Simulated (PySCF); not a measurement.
**Tl²⁺ (thallium, charge +2) across methods**

[Xe] 4f14 5d10 6s1, 2S determinant. All numbers are calculated (PySCF 2.14, a scalar-relativistic core potential, in aug-cc-pVQZ-PP with one added diffuse shell each of s, p, d, f, g type with ECP60MDF (8s8p6d4f3g, 117 functions)).

| method | E (hartree) | mean ε 5d α (eV) | mean ε 5d β (eV) | mean ε 6s α (eV) | Σ⟨r²⟩ (bohr²) | ⟨S²⟩ |
| --- | --- | --- | --- | --- | --- | --- |
| PBE0 | -171.5573 | -35.469 | -35.091 | -26.637 | 36.41 | 0.751 |
| wB97X-V | -171.5328 | -37.896 | -37.615 | -28.719 | 36.40 | 0.750 |
| LDA | -171.2825 | -33.534 | -33.202 | -26.150 | 36.65 | 0.750 |
| r2SCAN | -171.6298 | -33.918 | -33.460 | -26.016 | 36.28 | 0.752 |
| revPBE | -171.6430 | -33.327 | -32.953 | -25.642 | 36.47 | 0.751 |
| B97-3 | -171.6001 | -35.533 | -35.203 | -26.477 | 36.34 | 0.750 |
| UHF | -170.65646 | -40.635 | -40.236 | -28.414 | 36.44 | 0.751 |
| PBE | -171.5829 | -33.383 | -33.015 | -25.747 | 36.52 | 0.750 |

Energies and moments cover only the electrons outside the core potential. Spin-orbit coupling, which splits the p, d and f shells strongly at this Z, is absent.
